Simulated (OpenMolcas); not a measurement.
# What dynamic correlation does to the levels of Xe V

| Quantity | Value |
| --- | --- |
| Program | OpenMolcas |
| Basis | ANO-RCC-VQZP [8s7p5d3f2g] |
| Scalar Hamiltonian | DKH2, point nucleus |
| Active space | 2 electrons in 3 orbitals (5p) |
| State averaging | 2S+1 = 3 even, 3 roots; 2S+1 = 1 even, 6 roots |
| Spin-orbit coupling | RASSI with atomic mean-field integrals over the reference wave functions, term energies averaged over their components |

Methods on the same reference wave functions:
A. CASSCF
B. SS-CASPT2, IPEA 0.25 Eh, imaginary shift 0.1 Eh (closed shells correlated: 4d 5s)

Energies in cm-1 above 5s2 5p2 3P0, the measured ground level; measured values from Saloman, J. Phys. Chem. Ref. Data 33, 765 (2004).

| Level | A | B | Measured |
| --- | --- | --- | --- |
| 5s2 5p2 3P0 | 0.0 | 0.0 | 0.0 |
| 5s2 5p2 3P1 | 7571 | 8100 | 9292 |
| 5s2 5p2 3P2 [71 %] | 13075 | 12800 | 14127 |
| 5s2 5p2 1D2 [71 %] | 28130 | 26170 | 28411 |
| 5s2 5p2 1S0 | 48050 | 42400 | 44470 |

Deviations, from unrounded energies. A percentage is the sum of absolute deviations over the sum of measured energies, with the sign that they share, or ± where signs differ.

```csv
Against measurement,Levels,A,B
mean absolute deviation (cm-1),4,1700,1700
fine structure of the ground term (%),2,-11.8,-10.8
other terms of the ground configuration (%),2,±5.3,-5.9
```

A, B lie about equally close to measurement. The largest miss of A in the table is 5s2 5p2 1S0, by +3600 cm-1. The ranking rests on the paired levels alone, and a cruder setting can come out closer through cancelling errors.

From A to B the spin-free energies of the other terms of 5s2 5p2 shown, above 3P, scale by factors of 0.75 to 0.80.

The lowest spin-free term lies below A's lowest term by 0.563 hartree in B.

Term energies are means over components that CASPT2 splits; among the terms shown or strongly mixed into the levels shown the widest spread is 90 cm-1 (5s2 5p2 1D, B). With the s shell closed, the reference lacks s² → p² mixing. Measured partners are found by configuration, term and J. A level has none where our copy of the source lacks it or the pairing is in doubt (some pairs that miss far off the trend of their configuration count as doubtful), and it then counts in no deviation. Levels of configurations outside the active space are missing.

A share in square brackets marks a mixed level and gives the weight of the term that names it, the lowest over the columns.
